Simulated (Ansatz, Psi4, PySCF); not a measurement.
C$_{3}$H$_{6}$, charge +1, doublet, at a GFN2-xTB geometry (a state made from the parent by changing its charge; the spin is typed, not shown lowest). Base run: PySCF with WB97X/STO-3G.

The PySCF input:
```python
from pyscf import gto, scf, dft

mol = gto.M(
    atom='''
C    -1.207377    0.056794   -0.230993
C     0.081500    0.013767    0.430609
C     1.302481   -0.083351   -0.145216
H    -1.908442   -0.686376    0.179113
H    -1.709981    0.994704    0.056104
H    -1.146675   -0.073392   -1.309582
H     0.044181    0.067426    1.523030
H     1.501393    0.265641   -1.154352
H     2.159903   -0.491264    0.379285
''',
    basis='sto-3g',
    charge=1,
    spin=1,
    verbose=4,
)

mf = dft.UKS(mol)
mf.xc = 'wb97x'
mf.kernel()
```

The same geometry, method and basis name were run in Ansatz (a quantum-chemistry and plane-wave program) and Psi4 and PySCF, at each program's defaults and at the settings that a row names. The base is PySCF at its defaults. Differences at the defaults can come from grids, fitting, cores and function types together.

| code and settings | ΔE vs base (mEh) | basis functions | E (Eh) | SCF cycles |
|---|---|---|---|---|
| PySCF, defaults (exact integrals, its default grid, spherical functions) | 0.000 | 21 | -116.14322 | 11 |
| Psi4, defaults (density fitting with its default set, its default grid, spherical functions) | -0.832 | 21 | -116.14406 | 10 |
| Ansatz, defaults (factorised integrals, its default grid, spherical functions) | 0.001 | 21 | -116.14322 | - |
| PySCF, density fitting with def2-universal-jkfit | -0.842 | 21 | -116.14407 | 11 |
| PySCF, fine grid | 0.001 | 21 | -116.14322 | 11 |
| Psi4, exact integrals, spherical functions, fine grid | 0.001 | 21 | -116.14322 | 13 |
| Ansatz, high accuracy | 0.001 | 21 | -116.14322 | - |

Open shells are given as the SCF converged; they aren't shown to be the lowest states, and a large step between rows can be another state.
